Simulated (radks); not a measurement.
Question: The mean radii <r> (bohr) of the occupied orbitals of an atom or ion are listed with their occupations. Calculated with a radial shooting solver on a logarithmic mesh with Libxc functionals: non-relativistic Kohn-Sham, r2SCAN, spin-polarised, spherical densities, point nucleus; meta-GGA in the generalised Kohn-Sham scheme.

| orbital | occ. | <r> |
|---|---|---|
| 1s down | 1 | 0.06158 |
| 1s up | 1 | 0.06158 |
| 2s up | 1 | 0.2822 |
| 2s down | 1 | 0.2814 |
| 2p up | 3 | 0.2485 |
| 2p down | 3 | 0.2476 |
| 3s up | 1 | 0.8594 |
| 3s down | 1 | 0.8648 |
| 3p up | 3 | 0.9060 |
| 3p down | 3 | 0.9136 |
| 3d up | 5 | 1.115 |

Name the element and its charge. Open shells, if any, are filled with parallel spins first.

Answer: Z = 25, manganese, charge +2: Mn2+ in [Ar] 3d5. The 1s radius gives Z: for a bare nucleus <r> = 1.5/Z, 0.06 bohr for Z = 25, and screening makes it slightly larger (0.06158 here). The occupations add up to 23, and the charge is Z minus that.
